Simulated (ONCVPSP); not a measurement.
zinc: variants of one ONCV potential

Base potential:

| Property | Result |
| --- | --- |
| Element | zinc (Zn) |
| Generator | ONCVPSP 4.0.1 |
| Type | optimised norm-conserving Vanderbilt (ONCV) |
| Functional | LDA (Perdew-Zunger) |
| Relativity | fully relativistic |
| Frozen core | [Ne] |
| Valence charge | 20 |
| Reference configuration | 3s2 3p6 3d10 4s2 |
| Partial waves | 3s+4s: rc 1.10 bohr, ncon 5, nbas 8, qcut 11.7 1/bohr, 3 projectors, debl 1.5 Ha; 3p: rc 1.10 bohr, ncon 5, nbas 8, qcut 11.5 1/bohr, 2 projectors, debl 2.2 Ha; 3d: rc 1.00 bohr, ncon 4, nbas 8, qcut 18.7 1/bohr, 2 projectors, debl 1.7 Ha |
| Local potential | polynomial inside 0.80 bohr (lpopt 1, dvloc0 1 Ha) |
| Core correction | Teter function, fcfact 3, rcfact 1.4 |

Open shells are filled in proportion to 2j + 1.

In the p channel the program set the typed energies aside and used -3.022, 0.250 Ha (j = l + 1/2; the other j can differ).

All-electron outer shells of the reference configuration (LDA (Perdew-Zunger), scalar-relativistic, ld1.x):

```tsv
shell	level (eV)	outermost node (bohr)	outermost maximum (bohr)
2p	-1003.46	–	0.15
3s	-128.62	0.28	0.59
3p	-83.26	0.25	0.59
3d	-10.42	–	0.56
4s	-6.23	0.85	2.09
```

Cutoffs, loose and tight: the cutoffs (Ha) at which the residual kinetic energy of the hardest occupied pseudo-wave falls to 1 and 0.1 mHa per electron. They do not see the model core or the augmentation charge, which bear on the density cutoff. Test errors are all-electron minus pseudo excitation energies from the reference, over the configurations 3s2 3p6 3d10 4s1; 3s2 3p6 3d10 4s0; 3s2 3p6 3d9 4s0; 3s2 3p6 3d8 4s0. A dash means not determined; rows that change the core or the reference have their own tests.

1 further variants are left out, since the program set their typed debl aside.

A true bound ghost makes a file unfit for plane-wave use even where its test errors are small: the radial tests pick states by their node count and pass the ghost by.

| change | outcome | cutoff, loose | cutoff, tight | bound ghosts | GHOST(+) flags above zero | largest test error (meV) |
| --- | --- | --- | --- | --- | --- | --- |
| base | generated, projector energies reset by the program | 117 Ha | 133 Ha | none | s | +24 |
| s: debl 0.3 | generated, projector energies reset by the program | 117 Ha | 133 Ha | s | s | +24 |
| s: debl 0.45 | generated, projector energies reset by the program | 117 Ha | 133 Ha | s | s | +24 |
| s: debl 0.75 | generated, projector energies reset by the program | 117 Ha | 133 Ha | s | none | +24 |
| s: debl 1.3 | generated, projector energies reset by the program | 117 Ha | 133 Ha | none | s | +24 |
| s: debl 1.7 | generated, projector energies reset by the program | 117 Ha | 133 Ha | none | s | +24 |
| s: debl 2.6 | generated, projector energies reset by the program | 117 Ha | 133 Ha | none | s | +24 |
| s: debl 5 | generated, projector energies reset by the program | 117 Ha | 133 Ha | none | none | +24 |

Reading the sweep of the debl of the s channel (base included, trends over the rows without a ghost): The loose cutoff stays near 117 Ha. The median size of the test errors (rows with all tests solved) stays near 2.5 meV. Bound ghosts are found at 0.3, 0.45, 0.75 Ha.
